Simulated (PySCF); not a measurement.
## From computed data to an observable: entropy of an ideal gas

Si(H)(Cl)(Br)(NH2) (BrClH3NSi), SMILES Cl[SiH](Br)N.

Geometry optimised at PBE-D3(BJ)/def2-SVP. The structure was generated by enumeration, and PubChem lists no compound with its InChIKey, so it may never have been made. Other conformers were not sampled.

PBE-D3(BJ)/def2-SVP in PySCF gives the harmonic wavenumbers 122, 169, 229, 270, 398, 422, 532, 680, 801, 865, 878, 1481, 2224, 3480, 3581 cm⁻¹ and the rotational temperatures 0.1897, 0.0720, 0.0554 K. The molar mass is 160.47 g/mol, the symmetry number 1, the spin multiplicity 1.

**Question.** Work out the entropy at 298.15 K and 1 atm in the rigid-rotor, harmonic-oscillator model.

**Answer.** 
Translation (Sackur–Tetrode at 1 atm): S = R[1.5 ln M + 2.5 ln T − 1.16487] = 172.1 J/(mol K).
Rotation: q = (√π/σ) T^1.5/√(θA θB θC) = 332000, S = R[ln q + 3/2] = 118.2 J/(mol K).
Vibration: with u = 1.4388 ν/T, each mode gives R[u/(e^u − 1) − ln(1 − e^−u)]:
```csv
ν (cm⁻¹),modes,u,S (J/(mol K))
122,1,0.59,12.84
169,1,0.82,10.24
229,1,1.11,7.89
270,1,1.30,6.68
398,1,1.92,4.06
422,1,2.04,3.70
532,1,2.57,2.44
680,1,3.28,1.38
801,1,3.87,0.86
865,1,4.17,0.67
878,1,4.24,0.64
1481,1,7.15,0.05
```
The stiffer modes add less than 0.005 each. Sum 51.5 J/(mol K).
Spin: R ln 1 = 0.0 J/(mol K).
Total 341.7 J/(mol K); the program's own thermochemistry gives 341.7. Translation makes up 50 % and vibration 15 %. Anharmonicity, hindered rotation and orbital degeneracy are left out.
